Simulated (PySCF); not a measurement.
H$_{6}$NSi$_{2}$, doublet, at a GFN2-xTB geometry; DF-BLYP/6-311G** run with PySCF.

Here is a job for PySCF.
```python
from pyscf import gto, scf, dft

mol = gto.M(
    atom='''
Si    1.66704058   -0.21564473    0.06340929
N     0.00000000    0.00000000    0.00000000
Si   -1.66704058    0.21564473   -0.06340929
H     2.07133989   -1.10699091   -1.03241083
H     2.31973004    1.09264605   -0.08201896
H     2.01821156   -0.81474582    1.35821990
H    -2.29077909   -0.60334976    0.98491125
H    -2.14890177   -0.20387251   -1.38650896
H    -1.96960063    1.63631295    0.15780760
''',
    basis='6-311g**',
    spin=1,
    verbose=4,
)

mf = dft.UKS(mol)
mf.xc = 'blyp'
mf = mf.density_fit(auxbasis='def2-universal-jkfit')
mf.kernel()
```

What the program printed (banner, timings and long lists left out):

```
PySCF version 2.14.0

[INPUT] verbose = 4
[INPUT] num. atoms = 9
[INPUT] num. electrons = 41
[INPUT] charge = 0
[INPUT] spin (= nelec alpha-beta = 2S) = 1
[INPUT] symmetry False subgroup None
[INPUT] Mole.unit = angstrom
[INPUT] Symbol           X                Y                Z      unit          X                Y                Z       unit  Magmom
[INPUT]  1 Si     1.667040580000  -0.215644730000   0.063409290000 AA    3.150250134736  -0.407509479906   0.119826191853 Bohr   0.0
[INPUT]  2 N      0.000000000000   0.000000000000   0.000000000000 AA    0.000000000000   0.000000000000   0.000000000000 Bohr   0.0
[INPUT]  3 Si    -1.667040580000   0.215644730000  -0.063409290000 AA   -3.150250134736   0.407509479906  -0.119826191853 Bohr   0.0
[INPUT]  4 H      2.071339890000  -1.106990910000  -1.032410830000 AA    3.914265102987  -2.091909642283  -1.950973716735 Bohr   0.0
[INPUT]  5 H      2.319730040000   1.092646050000  -0.082018960000 AA    4.383654458526   2.064801785588  -0.154993371422 Bohr   0.0
[INPUT]  6 H      2.018211560000  -0.814745820000   1.358219900000 AA    3.813867109831  -1.539646460934   2.566663627934 Bohr   0.0
[INPUT]  7 H     -2.290779090000  -0.603349760000   0.984911250000 AA   -4.328945091980  -1.140165803722   1.861212519503 Bohr   0.0
[INPUT]  8 H     -2.148901770000  -0.203872510000  -1.386508960000 AA   -4.060835813893  -0.385263208228  -2.620122203656 Bohr   0.0
[INPUT]  9 H     -1.969600630000   1.636312950000   0.157807600000 AA   -3.722005765471   3.092183329579   0.298213144375 Bohr   0.0

nuclear repulsion = 144.623811545373
number of shells = 56
number of NR pGTOs = 169
number of NR cGTOs = 106
basis = 6-311g**
ecp = {}

******** <class 'pyscf.df.df_jk.DFUKS'> ********
method = DFUKS
initial guess = minao
damping factor = 0
level_shift factor = 0
DIIS = <class 'pyscf.scf.diis.CDIIS'>
diis_start_cycle = 1
diis_space = 8
diis_damp = 0
SCF conv_tol = 1e-09
SCF conv_tol_grad = None
SCF max_cycles = 50
direct_scf = False
number electrons alpha = 21  beta = 20
XC library pyscf.dft.libxc version 7.1.2
    S. Lehtola, C. Steigemann, M. J. T. Oliveira, and M. A. L. Marques,  SoftwareX 7, 1–5 (2018)
XC functionals = blyp
    A. D. Becke,  Phys. Rev. A 38, 3098 (1988)
    C. Lee, W. Yang, and R. G. Parr,  Phys. Rev. B 37, 785 (1988)
    B. Miehlich, A. Savin, H. Stoll, and H. Preuss,  Chem. Phys. Lett. 157, 200 (1989)
radial grids:
    Treutler-Ahlrichs [JCP 102, 346 (1995); DOI:10.1063/1.469408] (M4) radial grids

becke partition: Becke, JCP 88, 2547 (1988); DOI:10.1063/1.454033
pruning grids: <function nwchem_prune>
grids dens level: 3
symmetrized grids: False
atomic radii adjust function: <function treutler_atomic_radii_adjust>
small_rho_cutoff = 0
Set gradient conv threshold to 3.16228e-05
tot grids = 111112
init E= -637.229301879083

cycle= 1 E= -637.218858368678  delta_E= 0.0104  |g|= 0.392  |ddm|= 1.63

cycle= 2 E= -636.877210850949  delta_E= 0.342  |g|= 0.885  |ddm|= 1.48
cycle= 3 E= -637.285992227788  delta_E= -0.409  |g|= 0.0684  |ddm|= 1.28
cycle= 4 E= -637.288122122221  delta_E= -0.00213  |g|= 0.0293  |ddm|= 0.087
cycle= 5 E= -637.288546201427  delta_E= -0.000424  |g|= 0.00367  |ddm|= 0.0315
cycle= 6 E= -637.288554226199  delta_E= -8.02e-06  |g|= 0.00117  |ddm|= 0.00524
cycle= 7 E= -637.288555277242  delta_E= -1.05e-06  |g|= 0.000199  |ddm|= 0.00201
cycle= 8 E= -637.288555309805  delta_E= -3.26e-08  |g|= 6.79e-05  |ddm|= 0.000378
cycle= 9 E= -637.288555313852  delta_E= -4.05e-09  |g|= 1.84e-05  |ddm|= 0.000122
cycle= 10 E= -637.288555314145  delta_E= -2.93e-10  |g|= 5.59e-06  |ddm|= 3.44e-05
Extra cycle  E= -637.288555314113  delta_E= 3.15e-11  |g|= 1.15e-05  |ddm|= 2.72e-05
converged SCF energy = -637.288555314113  <S^2> = 0.75300703  2S+1 = 2.0030048
```
